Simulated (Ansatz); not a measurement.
Reaction (formal hydrolysis of the Al–N bond): `[NH2][Al]([NH2])[NH2]` + H₂O → `[NH2][Al]([NH2])[OH]` + NH₃

Computed with Ansatz on PBE0-D4/def2-TZVP structures; ΔE is electronic, products minus reactants. CBS: MP2 limit from def2 TZ/QZ plus the TZ coupled-cluster correction, frozen cores. This one scheme is used for every species. DFT in def2-TZVPP. HSE06 is defined as in plane-wave codes. One conformer a species, not always the lowest.

```json
{"level": "r2SCAN-D4", "ΔE (kJ/mol)": "-54.8", "difference from CCSD(T)/CBS": "-4.1"}
{"level": "r2SCANh-D4", "ΔE (kJ/mol)": "-54.3", "difference from CCSD(T)/CBS": "-3.6"}
{"level": "HSE06-D4", "ΔE (kJ/mol)": "-50.5", "difference from CCSD(T)/CBS": "0.2"}
{"level": "BLYP", "ΔE (kJ/mol)": "-57.1", "difference from CCSD(T)/CBS": "-6.4"}
{"level": "r2SCAN0", "ΔE (kJ/mol)": "-54.1", "difference from CCSD(T)/CBS": "-3.4"}
{"level": "BHLYP", "ΔE (kJ/mol)": "-56.4", "difference from CCSD(T)/CBS": "-5.7"}
{"level": "CCSD(T)/def2-SVP", "ΔE (kJ/mol)": "-56.1", "difference from CCSD(T)/CBS": "-5.4"}
{"level": "CCSD/def2-TZVPP", "ΔE (kJ/mol)": "-53.6", "difference from CCSD(T)/CBS": "-2.9"}
{"level": "SCS-MP2/def2-QZVPP", "ΔE (kJ/mol)": "-53.2", "difference from CCSD(T)/CBS": "-2.5"}
{"level": "HF/CBS(def2)", "ΔE (kJ/mol)": "-56.9", "difference from CCSD(T)/CBS": "-6.2"}
{"level": "CCSD(T)/CBS", "ΔE (kJ/mol)": "-50.7", "difference from CCSD(T)/CBS": "0"}
```

Largest T1 diagnostic among the species: 0.010.

At CCSD(T), def2-SVP lies −5.4 kJ/mol from the extrapolated value and def2-TZVPP −2.5 kJ/mol. In def2-TZVPP, CCSD(T) changes the Hartree–Fock value by +4.2 kJ/mol (the triples alone add +0.4 kJ/mol) and MP2 by +3.9 kJ/mol.
